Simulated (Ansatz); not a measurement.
Basis-set extrapolation for `CB[SiH](N)N` (PBE0-D4/def2-TZVP geometry, frozen core, Ansatz). Multiplicity 1, RHF reference.

```
                      def2-TZVPP   def2-QZVPP
                 HF  -465.753160  -465.771452
    MP2 correlation    -0.829911    -0.888126
CCSD(T) correlation    -0.917682      not run
```

Energies in hartree. Use E(X) = E(∞) + A·exp(−7.88·√X) for Hartree–Fock and E(X) = E(∞) + B·X^(−2.97) for correlation, with X = 3 and 4, and add CCSD(T) minus MP2 of the smaller set to the MP2 limit.

Problem. What is the CCSD(T) energy at the basis-set limit?

Solution. HF limit: -465.771452 + (-0.018292) × 0.13774 = -465.77397. MP2 limit: -0.888126 + (-0.058215) × 0.74074 = -0.93125. Higher-order term: -0.917682 − (-0.829911) = -0.08777. Total: -466.79299 hartree, 320.7 kJ/mol below CCSD(T)/def2-TZVPP.
